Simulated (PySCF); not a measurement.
# Electronic structure of I²⁺ (iodine, charge +2) at the UHF level

Configuration: [Kr] 4d10 5s2 5p3, high-spin 4S determinant. All numbers are calculated (PySCF 2.14, a scalar-relativistic core potential, in aug-cc-pVDZ-PP with ECP28MDF (5s4p3d, 32 functions)).

| Property | Result |
| --- | --- |
| Total energy | -293.654396 hartree |
| One-electron energy | -495.7848 hartree |
| Hartree (Coulomb) energy | 222.6623 hartree |
| Exchange energy | -20.5319 hartree |
| ⟨S²⟩ | 3.7512 |
| ⟨L²⟩ | 0.000 |
| Sum of ⟨r⟩ | 26.19 bohr |
| Sum of ⟨r²⟩ | 40.43 bohr² |
| Time after the integrals | 0.05 s of wall time on 1 thread of Neoverse-V2 (shared host) |

```csv
shell,electrons,mean orbital energy (eV),"rms radius, mean of both spins (bohr)"
4s α,1,-231.28,0.796
4s β,1,-230.45,0.796
4p α,3,-172.05,0.853
4p β,3,-171.22,0.853
4d α,5,-82.891,0.995
4d β,5,-82.233,0.995
5s α,1,-45.290,2.03
5s β,1,-37.245,2.03
5p α,3,-30.272,2.36
```

Energies and moments cover only the electrons outside the core potential.
